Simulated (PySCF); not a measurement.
# Reading the logs of faulty runs: BH5NOSi

Calculated results; nothing here was measured. The program is PySCF 2.14.0, an open-source quantum chemistry code, run on an isolated molecule that a program drew, which may never have been made. The molecule is BH5NOSi (charge 0, doublet), drawn as the SMILES string `N[SiH]BO`.

Each row is a Hartree-Fock (HF) and frozen-core CCSD(T) single point in the cc-pV(D+d)Z basis, meant for a local HF minimum. Run 1 is clean. Each other run has one planted mistake out of seven kinds, and not every kind appears here: one electron removed, one electron added, multiplicity raised by two, geometry at a saddle point, minimal basis STO-3G, one bond length entered in bohr, all coordinates scaled. The reference is restricted for singlets and unrestricted otherwise, and also for a bond in bohr. Adding or removing an electron swaps singlet and doublet. Electrons count all cores. HOMO and LUMO are orbital energies over both spins, the gradient is its largest component, and the lowest frequency (negative if imaginary) is given only where the gradient is small. Bond lengths are over the 8 bonds as drawn. T1 is the CCSD diagnostic: over 0.02 (restricted) or 0.045 (unrestricted) a single reference is doubtful.

Geometry of the clean run:
```xyz
9
BH5NOSi, angstrom
N    -2.3123   -0.9335   -0.8076
Si   -1.5604    0.4396   -0.0752
B     0.2475    0.0252    0.7499
O     0.8219    0.7614    1.7284
H    -3.2763   -0.8865   -1.0796
H    -1.7937   -1.4897   -1.4617
H    -2.5600    1.0491    0.8457
H     0.9269   -0.8654    0.3078
H     0.2846    1.4569    2.0758
```

| run | electrons | basis functions | <S^2> | HOMO (eV) | LUMO (eV) | gradient (hartree/bohr) | lowest frequency (cm^-1) | mean bond (Å) | longest bond (Å) | T1 | HF (hartree) | CCSD(T) (hartree) | mistake |
|---|---|---|---|---|---|---|---|---|---|---|---|---|---|
| 1 | 39 | 90 | 0.768 | -7.58 | 1.81 | 6.4e-06 | 103 | 1.3444 | 2.030 | 0.0193 | -445.87557 | -446.45799 | no fault |
| 2 | 39 | 90 | 0.768 | -7.67 | 1.72 | 1.7e-02 | - | 1.3673 | 2.065 | 0.0199 | -445.87315 | -446.45858 | all coordinates scaled |
| 3 | 38 | 90 | 0.000 | -16.93 | -5.86 | 6.0e-02 | - | 1.3444 | 2.030 | 0.0233 | -445.62867 | -446.21470 | one electron removed |
| 4 | 39 | 90 | 3.765 | -5.23 | -1.46 | 4.4e-02 | - | 1.3444 | 2.030 | 0.0244 | -445.68601 | -446.26001 | ? |
| 5 | 39 | 90 | 1.649 | -7.74 | 1.36 | 1.8e-02 | - | 1.4949 | 2.556 | 0.0540 | -445.70682 | -446.26541 | ? |

**Which mistake was planted in run 4, and what did it cost?**

Electrons, basis and geometry are unchanged, and <S^2> is 3.765, beside S(S+1) = 3.75 for a multiplicity of 4. So the mistake is: multiplicity raised by two. Subtracting run 1 and multiplying by 627.51 kcal/mol a hartree, the energy moved by 119.0 kcal/mol in HF and 124.2 kcal/mol in CCSD(T).

**Which mistake was planted in run 5, and what did it cost?**

The mean bond changes by a factor of 1.112 and the longest by 1.259, so the molecule wasn't scaled as a whole. A length L in bohr read as angstrom grows by (1/0.5292 - 1) L = 0.890 L. The 8 bonds together grew by 8 x 0.1505 = 1.204 Å, which gives L = 1.353 Å. That is bond B3-O4, 1.353 Å in the clean geometry. So the mistake is: one bond length entered in bohr. Subtracting run 1 and multiplying by 627.51 kcal/mol a hartree, the energy moved by 105.9 kcal/mol in HF and 120.8 kcal/mol in CCSD(T).

Cautions from the logs. Run 3: T1 is over the limit, so its CCSD(T) energy is less reliable; run 5: T1 is over the limit, so its CCSD(T) energy is less reliable.
